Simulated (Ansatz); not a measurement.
Isolated molecules relaxed with PBE0-D4/def2-TZVP in Ansatz; ΔE leaves out vibrations. CBS: MP2 limit from def2 TZ/QZ plus the TZ coupled-cluster correction, frozen cores. For Br, Ge outer-core shells are correlated without core-valence functions, which leaves a few kJ/mol of doubt a bond. Scalar relativity is left out up to krypton. One conformer a species, not always the lowest.

`[SiH3][AlH][Br]` + `[OH][GeH2][F]` → `[F][GeH2][O][SiH3]` + `[AlH2][Br]`  (cleavage of the Si–Al bond)

```tsv
species	CCSD(T)/def2-SVP energy (Eh)
`[SiH3][AlH][Br]`	-3105.61213
`[OH][GeH2][F]`	-2251.69411
`[F][GeH2][O][SiH3]`	-2541.85643
`[AlH2][Br]`	-2815.48316
```

(1) Work out ΔE.

Largest T1 diagnostic among the species: 0.012.

Results:

(1) ΔE = (-2541.85643) + (-2815.48316) − (-3105.61213) − (-2251.69411) = -0.03335 Eh = -87.6 kJ/mol. CCSD(T)/CBS gives -90.4 kJ/mol.

From PBE to PBE0 (25 % exact exchange), in def2-TZVPP and without D4, ΔE moves by −9.5 kJ/mol. Leaving LDA and LC-ωPBE aside and taking each functional with its dispersion term where it has one, the values, not all of them listed here, spread over 40.1 kJ/mol, from BHLYP-D4 to PBE-D4. LDA lies −3.1 kJ/mol from PBE without D4. In def2-TZVPP, CCSD(T) changes the Hartree–Fock value by +26.7 kJ/mol (the triples alone add +3.4 kJ/mol) and MP2 by +18.1 kJ/mol.
